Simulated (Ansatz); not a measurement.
`CO[Si](N)F`• → C• + F• + 5 H• + N• + O• + Si•  (atomization)

Gas-phase electronic energies from Ansatz, PBE0-D4/def2-TZVP geometries. CBS: MP2 limit from def2 TZ/QZ plus the TZ coupled-cluster correction, frozen cores. This one scheme is used for every species, atoms too. Functionals use def2-TZVPP. No spin–orbit coupling; open shells (•) take unrestricted orbitals. Spin–orbit coupling would lower the free atoms: a little for C, F, O, Si. One conformer a species, not always the lowest.

```
             level  ΔE (kJ/mol)
           ωB97M-V       3800.7
            B2PLYP       3758.4
               PBE       3853.0
            r2SCAN       3799.2
   CCSD/def2-TZVPP       3623.0
     HF/def2-QZVPP       2706.2
SCS-MP2/def2-QZVPP       3827.3
      HF/CBS(def2)       2708.0
```

Question: What does CCSD(T)/CBS give? (An estimate is asked.)

Answer: Computed: +3800.5 kJ/mol. The listed levels differ from it by 0.2, -42.1, 52.5, -1.3, -177.5, -1094.3, 26.8, -1092.5 kJ/mol.

Largest T1 diagnostic among the species: 0.013.

From PBE to PBE0 (25 % exact exchange), in def2-TZVPP and without D4, ΔE moves by −89.3 kJ/mol: exact exchange takes away binding that semilocal exchange gives to molecules. The D4 term adds +30.6 kJ/mol with B3LYP and +16.0 kJ/mol with PBE0; it sums over pairs of atoms, weighted by their polarisabilities, and B3LYP, whose exchange is more repulsive, gets the larger term. In def2-TZVPP, CCSD(T) changes the Hartree–Fock value by +986.3 kJ/mol (the triples alone add +57.3 kJ/mol) and MP2 by +1077.9 kJ/mol; breaking electron pairs costs correlation energy, which Hartree–Fock lacks.

B3LYP here is the variant with VWN-RPA as its local correlation; programs differ in this.

For atomizations the MP2-based limit and the directly extrapolated one differ by several kJ/mol either way, and by 10 to 25 for some Ge, Se and Sn compounds, so smaller differences from it don't rank the levels.
